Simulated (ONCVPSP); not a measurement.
# Reading a pseudo-wave (gallium (Ga))

Columns: radius, all-electron u(r) and pseudo u(r) of the 3s shell (level -148.63 eV) of gallium in the configuration [Ne] 3s2 3p6 3d10 4s1.75 4p1.25; PBE, scalar-relativistic, ONCV scheme, ONCVPSP 4.0.1.

```tsv
r (bohr)	all-electron	pseudo
0.068	-0.0777	0.2590
0.135	-0.7230	0.5018
0.202	-0.5399	0.7211
0.270	0.0332	0.9101
0.338	0.6133	1.0580
0.405	1.0350	1.1598
0.473	1.2834	1.2179
0.540	1.3789	1.2325
0.608	1.3683	1.2088
0.675	1.2903	1.1536
0.742	1.1758	1.0741
0.810	1.0433	0.9767
0.878	0.9087	0.8702
0.945	0.7822	0.7628
1.013	0.6645	0.6567
1.080	0.5610	0.5587
1.148	0.4692	0.4688
1.215	0.3913	0.3912
1.283	0.3239	0.3238
1.350	0.2679	0.2678
1.418	0.2202	0.2201
1.485	0.1810	0.1810
1.553	0.1480	0.1479
1.620	0.1211	0.1211
1.688	0.0986	0.0986
1.755	0.0805	0.0804
```

Question: How many radial nodes do the two functions have?

Answer: The all-electron 3s function has n − l − 1 = 2 (the table is too coarse to show those close to the nucleus); the pseudo-wave has 0, since the states of the same l below it are removed with the core.

Question: At about which radius was the pseudo-wave matched?

Answer: 1.25 bohr. The columns agree to 0.0005 from 1.15 bohr on; several derivatives are matched, so the curves merge somewhat inside the radius.

Question: Where does each function peak?

Answer: Outermost all-electron maximum near 0.54 bohr, pseudo maximum near 0.54 bohr (to the table’s step).

Question: Is the pseudo-wave norm-conserving?

Answer: Yes: the ONCV scheme keeps the norm inside the radius equal to the all-electron one, which fixes the energy derivative of the logarithmic derivative at the level.
